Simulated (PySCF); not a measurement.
**C₆ coefficients of unlike pairs at PBE0**

Calculated with PySCF 2.14 from the dipole response of each species, C₆(A,B) = (3/π) ∫ α_A(iu) α_B(iu) du, in atomic units, from isotropic polarisabilities. For ions this is the dispersion term alone; charge-induced terms of lower order in 1/R come first.

```tsv
species	configuration	basis	relativity	α (bohr³)	C₆ (like pair)
Fe(3+)	[Ar] 3d5 (6S)	x2c-TZVPPall with one added diffuse shell each of s, p, d, f type (7s6p5d3f1g)	spin-free X2C	1.839	4.442
Ar	[Ar] (1S)	aug-cc-pV(Q+d)Z (7s6p5d3f2g)	none	11.38	66.38
Hg	[Xe] 4f14 5d10 6s2 (1S)	def2-TZVPPD with the def2 core potential (60 electrons) (6s6p3d2f1g)	core potential	35.29	319.2
Sn(3+)	[Kr] 4d10 5s1 (2S)	aug-cc-pVTZ-PP with ECP28MDF (6s5p4d2f)	core potential	9.145	30.35
```

Task: Estimate C₆ for Sn(3+) with Hg.

Result: The integral gives 97.59. The combination rule 2 C_A C_B / (C_A α_B/α_A + C_B α_A/α_B) gives 96.95 and the geometric mean 98.43.

No spin-orbit coupling is included.

The other pairs:

```json
{"pair": "Sn(3+), Fe(3+)", "C₆": "10.14"}
{"pair": "Ar, Fe(3+)", "C₆": "15.40"}
{"pair": "Sn(3+), Ar", "C₆": "44.49"}
{"pair": "Hg, Ar", "C₆": "140.8"}
{"pair": "Hg, Fe(3+)", "C₆": "31.01"}
```
